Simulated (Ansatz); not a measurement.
`[OH][Cd][OH]` + HBr → `[OH][Cd][Br]` + H₂O at 298.15 K and 1 bar (ligand exchange at a Cd–O bond).

Computed with Ansatz on PBE0-D4/def2-TZVP structures; ΔE is electronic, products minus reactants. CCSD(T)/CBS adds triple-zeta CCSD(T) − MP2 to the extrapolated MP2 energy (def2 sets, frozen cores). This one scheme is used for every species. Elements past krypton have def2 core potentials. For Br, Cd outer-core shells are correlated without core-valence functions, which leaves a few kJ/mol of doubt a bond. Scalar relativity is left out up to krypton. One conformer a species, not always the lowest.

```csv
species,CCSD(T)/CBS energy (Eh),H − E (kJ/mol),S (J/(mol·K))
`[OH][Cd][OH]`,-319.27020,82.3,296.5
HBr,-2573.91920,24.6,198.6
`[OH][Cd][Br]`,-2816.86459,50.0,310.5
H₂O,-76.37941,66.4,188.7
```

H − E and S are ideal-gas, rigid-rotor, harmonic terms from PBE0-D4/def2-TZVP, for one conformer and one mirror image of each species. 1 Eh = 2625.50 kJ/mol, R = 8.31446 J/(mol·K).

Problem. By hand: ΔE, ΔH, ΔS and ΔG.

Solution. ΔE = (-2816.86459) + (-76.37941) − (-319.27020) − (-2573.91920) = -0.05460 Eh = -143.4 kJ/mol. Δ(H − E) = 50.0 + 66.4 − 82.3 − 24.6 = 9.5, so ΔH = -133.9 kJ/mol. ΔS = 310.5 + 188.7 − 296.5 − 198.6 = 4.1 J/(mol·K). ΔG = -133.9 − 298.15 × (4.1)/1000 = -135.1 kJ/mol.

Problem. By hand: the equilibrium constant, and the temperature at which ΔG would vanish if ΔH and ΔS stayed fixed.

Solution. log₁₀ K = −ΔG/(RT ln 10) = 23.7. ΔH and −TΔS have one sign here, so there is no such temperature.

The number of gas molecules stays the same, so ΔS is small and ΔH decides. A doubt of 5 kJ/mol in ΔE shifts log₁₀ K by 0.9 here. Other conformers and mirror images would add mixing entropy, several J/(mol·K) or more a flexible species. These are equilibria of isolated gas molecules and say nothing of rates. Largest T1 diagnostic: 0.017 (customary marks: 0.02 for closed shells, 0.045 for open ones).

ΔS is within the doubt of such terms, so its sign, and with it that verdict, could turn.
